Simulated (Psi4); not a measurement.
nitrogen atom (N), quartet; PBE0/6-311G** (Psi4).

Input for Psi4:
```
memory 2 GB

molecule {
0 4
  N     0.00000000    0.00000000    0.00000000
}

set basis 6-311g**
set reference uks

energy('pbe0')
print_variables()
```

Task: Predict the main parts of the log of this Psi4 run.

Result: 
```
   => Loading Basis Set <=

    Name: 6-311G**
    Role: ORBITAL
    Keyword: BASIS

         ---------------------------------------------------------
                                   SCF
               by Justin Turney, Rob Parrish, Andy Simmonett
                          and Daniel G. A. Smith
                              UKS Reference
         ---------------------------------------------------------

  ==> Geometry <==

    Molecular point group: d2h
    Geometry (in Angstrom), charge = 0, multiplicity = 4:

       Center              X                  Y                   Z               Mass
    ------------   -----------------  -----------------  -----------------  -----------------
         N            0.000000000000     0.000000000000     0.000000000000    14.003074004430

  Running in d2h symmetry.

  Rotational constants: A = ************  B = ************  C = ************ [cm^-1]
  Rotational constants: A = ************  B = ************  C = ************ [MHz]
  Nuclear repulsion =    0.000000000000000

  Charge       = 0
  Multiplicity = 4
  Electrons    = 7
  Nalpha       = 5
  Nbeta        = 2

  ==> Algorithm <==

  SCF Algorithm Type is DF.
  DIIS enabled.
  MOM disabled.
  Fractional occupation disabled.
  Guess Type is CORE.
  Energy threshold   = 1.00e-06
  Density threshold  = 1.00e-06
  Integral threshold = 1.00e-12

  ==> Primary Basis <==

  Basis Set: 6-311G**
    Blend: 6-311G**
    Number of shells: 8
    Number of basis functions: 18
    Number of Cartesian functions: 19
    Spherical Harmonics?: true
    Max angular momentum: 2

  ==> DFT Potential <==

   => LibXC <=

    Version 7.1.2
    S. Lehtola, C. Steigemann, M. J. T. Oliveira, and M. A. L. Marques,  SoftwareX 7, 1–5 (2018) (10.1016/j.softx.2017.11.002)

   => Composite Functional: PBE0 <=

    PBE0 Hyb-GGA Exchange-Correlation Functional

    C. Adamo and V. Barone,  J. Chem. Phys. 110, 6158 (1999) (10.1063/1.478522)
    M. Ernzerhof and G. E. Scuseria,  J. Chem. Phys. 110, 5029 (1999) (10.1063/1.478401)

    Deriv               =              1
    GGA                 =           TRUE
    Meta                =          FALSE

    Exchange Hybrid     =           TRUE
    MP2 Hybrid          =          FALSE

   => Exchange Functionals <=

    0.7500   Perdew, Burke & Ernzerhof

   => Exact (HF) Exchange <=

    0.2500               HF

   => Correlation Functionals <=

    1.0000   Perdew, Burke & Ernzerhof

   => LibXC Density Thresholds  <==

[...]
   @S   Observed:                1.500000000E+00

    Orbital Energies [Eh]
    ---------------------

    Alpha Occupied:

[...]
    Alpha Virtual:

[...]
       6Ag    35.106530

    Beta Occupied:

[...]
    Beta Virtual:

[...]
       6Ag    35.165258

    Final Occupation by Irrep:
             Ag   B1g   B2g   B3g    Au   B1u   B2u   B3u
    DOCC [     2,    0,    0,    0,    0,    0,    0,    0 ]
    SOCC [     0,    0,    0,    0,    0,    1,    1,    1 ]
    NA   [     2,    0,    0,    0,    0,    1,    1,    1 ]
    NB   [     2,    0,    0,    0,    0,    0,    0,    0 ]

  @DF-UKS Final Energy:   -54.53847029831269

   => Energetics <=

    Nuclear Repulsion Energy =              0.0000000000000000
    One-Electron Energy =                 -73.9743598888134670
    Two-Electron Energy =                  24.5289230312177118
    DFT Exchange-Correlation Energy =      -5.0930334407169360
    Empirical Dispersion Energy =           0.0000000000000000
    VV10 Nonlocal Energy =                  0.0000000000000000
    Total Energy =                        -54.5384702983126886

  UHF NO Occupations:
  HONO-2 :    1B1u 1.0000000
  HONO-1 :    1B2u 1.0000000
  HONO-0 :    1B3u 1.0000000
  LUNO+0 :    3 Ag 0.0010594
  LUNO+1 :    4 Ag 0.0000003
  LUNO+2 :    5 Ag 0.0000000
  LUNO+3 :    2B2u 0.0000000

Computation Completed

Properties will be evaluated at   0.000000,   0.000000,   0.000000 [a0]

Properties computed using the SCF density matrix

 Multipole Moments:

 ------------------------------------------------------------------------------------
     Multipole            Electronic (a.u.)      Nuclear  (a.u.)        Total (a.u.)
 ------------------------------------------------------------------------------------

 L = 1.  Multiply by 2.5417464519 to convert [e a0] to [Debye]
 Dipole X            :          0.0000000            0.0000000            0.0000000
 Dipole Y            :          0.0000000            0.0000000            0.0000000
 Dipole Z            :          0.0000000            0.0000000            0.0000000
 Magnitude           :                                                    0.0000000

 ------------------------------------------------------------------------------------

  Variable Map:
  ----------------------------------------------------------------------------
[...]
  Array Variable Map:
  ----------------------------------------------------------------------------
[...]
[...]
```
